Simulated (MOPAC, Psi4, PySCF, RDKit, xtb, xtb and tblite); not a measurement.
Two geometries of C₃H₈O₂SSi, SMILES [SiH2](C(=O)OC)SC, singlet, relaxed at GFN2-xTB with one dihedral held; other torsions can differ between them too.

Structure A

```
15

C      1.5839     0.2088     0.0014
O      0.4929     0.9557    -0.4948
C     -0.6332     1.0485     0.2134
O     -1.5409     1.7221    -0.2090
Si    -0.9235     0.2241     1.9228
S     -0.3451    -1.8395     1.9299
C     -0.8994    -2.2845     3.6032
H      2.4259     0.4464    -0.6467
H      1.3788    -0.8635    -0.0447
H      1.8252     0.4884     1.0302
H     -2.3505     0.3218     2.1905
H     -0.1300     0.9098     2.9480
H     -0.3675    -1.6830     4.3327
H     -0.6645    -3.3341     3.7416
H     -1.9694    -2.1273     3.6871
```

Structure B

```
15

C     -0.6333     1.7544     5.1392
O     -1.3712     0.6252     4.7142
C     -1.6164     0.4512     3.4038
O     -2.6889     0.0286     3.0515
Si    -0.2416     0.2670     2.0817
S      1.4460     1.5708     2.2959
C      2.4183     1.0181     0.8647
H     -0.2533     1.5218     6.1326
H     -1.2942     2.6228     5.1946
H      0.2012     1.9753     4.4684
H     -0.8619     0.5099     0.7858
H      0.2421    -1.1071     2.2185
H      2.6671    -0.0315     0.9794
H      3.3219     1.6173     0.8486
H      1.8468     1.1777    -0.0435
```

Question: Which is lower in energy at the level B3LYP-D3(BJ)/def2-SVP // GFN2-xTB (Psi4), and by how much?

Answer: A is lower, by 16.88 kJ/mol (dihedral C1–O2–C3–Si5: 0° in A, 60° in B).

E(B) − E(A) in kJ/mol at the other levels, on the same two geometries: GFN2-xTB (xtb and tblite) 20.87; MMFF94 // GFN2-xTB (RDKit) 28.84; B3LYP/def2-SVP // GFN2-xTB (Psi4) 14.84; PBE/def2-SVP // GFN2-xTB (Psi4) 15.14; PBE-D3(BJ)/def2-SVP // GFN2-xTB (Psi4) 16.24; UFF // GFN2-xTB (RDKit) 35.34; PM6, restricted, heats of formation // GFN2-xTB (MOPAC) 14.36; PM3, restricted, heats of formation // GFN2-xTB (MOPAC) 12.64; GFN1-xTB // GFN2-xTB (xtb) 14.07; restricted B3LYP/6-31G*, spherical d, density fitting // GFN2-xTB (PySCF) 14.70; restricted Hartree-Fock/LANL2DZ, with its core potentials past Ne // GFN2-xTB (PySCF) 15.22; restricted Hartree-Fock/STO-3G // GFN2-xTB (PySCF) 14.59; restricted MP2 (frozen core)/6-31G*, spherical d // GFN2-xTB (PySCF) 16.48.
